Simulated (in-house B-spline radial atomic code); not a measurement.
Radial electron density of Dy+, [Xe] 4f10 6s1. Level of theory: scalar-relativistic (X2C) r2SCAN0, spin-polarised, spherical fractional occupations, Fermi nucleus of rms radius 5.2218 fm; calculated with a B-spline radial code for spherical atoms.

Caution: exact exchange at fractional occupations of open shells leaves self-interaction of up to several eV.

One-electron X2C: radii and densities carry no picture-change correction, so inner-shell <1/r> comes out high (for 1s by about 2 % at Z = 33, 5 % at 54, 10 % at 75, 30 % at 118) and <r> low.

Columns: r (bohr), 4πr²n(r) (electrons per bohr), bar.

```
0.000477    2.498 #
0.000599    3.497 #
0.000752    4.874 ##
0.000943     6.75 ###
 0.00118    9.268 ###
 0.00149    12.79 #####
 0.00186    17.22 ######
 0.00234    23.16 #########
 0.00294    30.64 ############
 0.00368     39.6 ###############
 0.00462    50.18 ###################
  0.0058    61.74 #######################
 0.00728    73.22 ############################
 0.00914    83.01 ###############################
  0.0115    89.22 ##################################
  0.0144    90.22 ##################################
  0.0181    86.21 #################################
  0.0227    80.14 ##############################
  0.0284    77.55 #############################
  0.0357    83.91 ################################
  0.0448    99.25 #####################################
  0.0562    114.5 ###########################################
  0.0705    116.6 ############################################
  0.0885    102.8 #######################################
   0.111    89.13 ##################################
   0.139    92.97 ###################################
   0.175    104.5 #######################################
   0.219    94.35 ####################################
   0.275     63.1 ########################
   0.346    45.52 #################
   0.434    51.91 ####################
   0.544    53.45 ####################
   0.683    38.24 ##############
   0.857    22.21 ########
    1.08    14.38 #####
    1.35    10.44 ####
    1.69     6.34 ##
    2.13    2.836 #
    2.67     1.11 
    3.35   0.5358 
     4.2   0.3023 
    5.27   0.1269 
    6.62  0.03099 
     8.3 0.003958 
    10.4 0.0002317 
    13.1 5.043e-06
```

On this grid the curve has 4 maxima, near 0.0144, 0.0705, 0.175, 0.544 bohr.

The 4f down radial function P(r) = rR(r), positive near the nucleus:

```json
{"r (bohr)": "0.0284", "P": "0.001582"}
{"r (bohr)": "0.0448", "P": "0.007457"}
{"r (bohr)": "0.0705", "P": "0.03114"}
{"r (bohr)": "0.111", "P": "0.1108"}
{"r (bohr)": "0.175", "P": "0.3161"}
{"r (bohr)": "0.275", "P": "0.669"}
{"r (bohr)": "0.434", "P": "1"}
{"r (bohr)": "0.683", "P": "1.006"}
{"r (bohr)": "1.08", "P": "0.7144"}
{"r (bohr)": "1.69", "P": "0.4006"}
{"r (bohr)": "2.67", "P": "0.1809"}
{"r (bohr)": "4.2", "P": "0.07059"}
{"r (bohr)": "6.62", "P": "0.01973"}
{"r (bohr)": "10.4", "P": "0.002315"}
```
